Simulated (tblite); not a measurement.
HNP (SMILES [NH+]#P), charge +1, singlet, at a GFN2-xTB geometry; GFN1-xTB (tblite).

The tblite input:
```
$ tblite run mol.xyz --method gfn1 --charge 1 --spin 0 --grad --json tblite.json --no-restart

# file mol.xyz
3

N     -0.00000000    -0.00000000    -0.90424315
P      0.00000000     0.00000000     0.54908681
H     -0.00000000    -0.00000000    -1.90660012
```

Output, abridged:

```
xTB calculator
 | screened Coulomb repulsion
 | Coulomb electrostatics
 |  * isotropic Klopman-Ohno-Mataga-Nishimoto electrostatics
 |  * onsite third-order electrostatics
 | DFT-D3(BJ) dispersion correction

halogen bonding energy    0.0000000000000E+00 Eh
repulsion energy          8.3075685230666E-02 Eh
dispersion energy        -4.8869997052312E-04 Eh
number of electrons       1.0000000000000E+01 e
integral cutoff           2.3778036236194E+01 bohr

------------------------------------------------------------
  cycle        total energy    energy error   density error
------------------------------------------------------------
      1     -5.472434298101  -5.5550213E+00   7.3369931E-01
      2     -4.730938017669   7.4149628E-01   9.8803443E-01
      3     -5.530786578296  -7.9984856E-01   5.5101057E-01
      4     -5.760410849830  -2.2962427E-01   6.4113569E-02
      5     -5.763728671071  -3.3178212E-03   8.7085217E-03
      6     -5.763697768035   3.0903035E-05   7.2012163E-03
      7     -5.763737739012  -3.9970976E-05   6.7839185E-04
      8     -5.763737979980  -2.4096836E-07   2.2951003E-04
      9     -5.763738024657  -4.4677287E-08   2.7427874E-05
     10     -5.763738025256  -5.9890848E-10   1.8274179E-06
------------------------------------------------------------

electronic energy        -5.8463250105163E+00 Eh
total energy             -5.7637380252562E+00 Eh

Post processing:
 | Mayer-Wiberg bond orders

[Info] Tight-binding results written to 'tblite.txt'
[Info] JSON dump of results written to 'tblite.json'
```
